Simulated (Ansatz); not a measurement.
Consider the redistribution: `[Cl][GeH2][SeH]` + `F[SiH](F)Cl` → `[Cl][GeH]([Cl])[SeH]` + `F[SiH2]F`.

Gas-phase electronic energies from Ansatz, PBE0-D4/def2-TZVP geometries. CCSD(T)/CBS adds triple-zeta CCSD(T) − MP2 to the extrapolated MP2 energy (def2 sets, frozen cores). This one scheme is used for every species. Functionals use def2-TZVPP. B3LYP here is the variant with VWN-RPA as its local correlation; programs differ in this. HSE06 is defined as in plane-wave codes. For Ge, Se outer-core shells are correlated without core-valence functions, which leaves a few kJ/mol of doubt a bond. Scalar relativity is left out up to krypton. One conformer a species, not always the lowest.

`[Cl][GeH2][SeH]`:

```xyz
6

Cl   -0.605    1.210    2.013
Ge    0.269    0.373    0.237
Se   -1.268   -1.254   -0.471
H     0.418    1.510   -0.783
H     1.619   -0.238    0.633
H    -0.432   -1.601   -1.630
```

`F[SiH](F)Cl`:

Z-matrix (Å, degrees):
```
Si
F 1 1.577
Cl 1 2.018 2 109.0
F 1 1.577 2 107.6 3 118.1
H 1 1.465 2 109.8 3 -122.4
```

`[Cl][GeH]([Cl])[SeH]`:

```xyz
6

Cl   -0.190    2.025   -0.847
Ge    0.215   -0.052   -0.515
Cl   -1.560   -1.098   -1.100
Se    0.730   -0.460    1.720
H     1.373   -0.487   -1.413
H    -0.568    0.072    2.154
```

`F[SiH2]F`:

Z-matrix (Å, degrees):
```
Si
F 1 1.586
F 1 1.586 2 108.0
H 1 1.474 2 108.5 3 117.4
H 1 1.474 2 108.5 3 -117.4
```

```tsv
level	ΔE (kcal/mol)	difference from CCSD(T)/CBS
LDA (SPW92)	8.0	1.0
PBE-D4	6.4	-0.6
revPBE-D4	6.3	-0.7
BLYP-D4	5.4	-1.6
r2SCAN-D4	7.3	0.3
PBE0-D4	6.9	-0.1
B3LYP-D4	5.9	-1.1
r2SCANh-D4	7.4	0.4
r2SCAN0-D4	7.5	0.5
BHLYP-D4	6.2	-0.8
CAM-B3LYP-D4	6.8	-0.2
ωB97X-V	6.9	-0.1
ωB97M-V	7.3	0.3
B2PLYP	6.4	-0.6
PBE-QIDH	7.0	0.0
PBE	6.7	-0.3
revPBE	6.5	-0.5
BLYP	6.0	-1.0
r2SCAN	7.4	0.4
PBE0	7.2	0.2
B3LYP	6.5	-0.5
r2SCANh	7.5	0.5
r2SCAN0	7.7	0.7
HSE06	7.2	0.2
BHLYP	6.9	-0.1
CAM-B3LYP	7.2	0.2
LC-ωPBE	8.0	1.0
RPA@PBE/def2-TZVPP	5.8	-1.2
HF/def2-SVP	5.4	-1.6
MP2/def2-SVP	4.9	-2.1
CCSD/def2-SVP	5.3	-1.7
HF/def2-TZVPP	6.6	-0.4
MP2/def2-TZVPP	5.9	-1.1
SCS-MP2/def2-TZVPP	5.7	-1.3
CCSD/def2-TZVPP	6.7	-0.3
CCSD(T)/def2-TZVPP	6.4	-0.6
MP2/def2-QZVPP	6.3	-0.7
HF/CBS(def2)	6.9	-0.1
MP2/CBS(def2)	6.4	-0.6
CCSD/CBS(def2)	7.2	0.2
CCSD(T)/CBS	7.0	0
```

Largest T1 diagnostic among the species: 0.012.

Leaving LDA and LC-ωPBE aside and taking each functional with its dispersion term where it has one, the values, not all of them listed here, spread over 2.9 kcal/mol, from BLYP-D4 to B97M-V. LDA lies +1.3 kcal/mol from PBE without D4. From BLYP to BHLYP (50 % exact exchange), in def2-TZVPP and without D4, ΔE moves by +1.0 kcal/mol.
